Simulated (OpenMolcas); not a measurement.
# Computed transition rates of Se V

| Quantity | Value |
| --- | --- |
| Program | OpenMolcas 26.06 |
| Method | MS-CASPT2, IPEA 0.25 Eh, imaginary shift 0.1 Eh (closed shells correlated: 3d) |
| Basis | ANO-RCC [9s8p6d4f2g] |
| Scalar Hamiltonian | DKH2, point nucleus |
| Active space | 2 electrons in 8 orbitals (4s 4p 5s 5p) |
| State averaging | 2S+1 = 3 even, 3 roots; 2S+1 = 1 even, 7 roots; 2S+1 = 3 odd, 3 roots; 2S+1 = 1 odd, 3 roots |
| Spin-orbit coupling | state interaction with AMFI integrals over the reference wave functions, term energies averaged over their components |

Rates come from the transition moments of the reference wave functions (E1 and E2 in the length form). At fixed line strength A goes as λ^-3 for E1 and M1 and as λ^-5 for E2, so a rate at the computed wavelength can be rescaled to the measured one. Measured vacuum wavelengths follow from level energies in the list in Rauch et al., Astron. Astrophys. 606, A105 (2017). Branching counts decays inside the model space alone, at computed energies, and the table is only a selection of the E1 lines, drawn from those between levels with measured partners whose computed energy lies within a factor of 1.5 of the measured one.

| Upper | Lower | Type | λ computed (nm) | λ measured (nm) | A computed (s-1) | A rescaled (s-1) | Branching % |
| --- | --- | --- | --- | --- | --- | --- | --- |
| 4p2 3P1 | 4s 4p 3P* 2 | E1 | 83.48 | 83.94 | 2.71e+09 | 2.67e+09 | 39.3 |
| 4p2 3P0 | 4s 4p 3P* 1 | E1 | 82.64 | 83.03 | 6.71e+09 | 6.62e+09 | 99.7 |
| 4p2 3P1 | 4s 4p 3P* 1 | E1 | 81.33 | 81.47 | 1.76e+09 | 1.75e+09 | 25.5 |
| 4p2 3P1 | 4s 4p 3P* 0 | E1 | 80.39 | 80.42 | 2.43e+09 | 2.43e+09 | 35.2 |

The largest correction is for 4p2 3P1 → 4s 4p 3P* 2 (E1): 2.71e+09 × (83.48 / 83.94)^3 = 2.67e+09 s-1, a factor of 0.98.

The computed rate and branching of 4p2 3P0 → 4s 4p 3P* 1 give the upper level a radiative lifetime of 0.997 / 6.71e+09 s-1 = 1.49e-10 s, counting decays inside the model space alone. The rescaled rate gives about 1.5e-10 s.

No measured rate stands beside these. Rescaling mends the energy factor alone: line strengths can still be far off where a level mixes with configurations outside the active space, and weak or spin-changing lines hang on small mixing coefficients that depend on the term gaps too, so rescaling need not improve them.

Over all roots computed the reference weight is 0.91 to 0.98; the roots of lowest weight are the least certain, and an intruder state may touch them. Active for correlation alone: 5p 5s; no level in the range computed is led by a configuration that fills them, so any true level of that kind is missing. The ¹D term of p² mixes with s d, which this space lacks. Measured partners are found by configuration, term and J. A level has none where our copy of the source lacks it or the pairing is in doubt (some pairs that miss far off the trend of their configuration count as doubtful). Levels of configurations outside the active space are missing.

* marks odd parity.
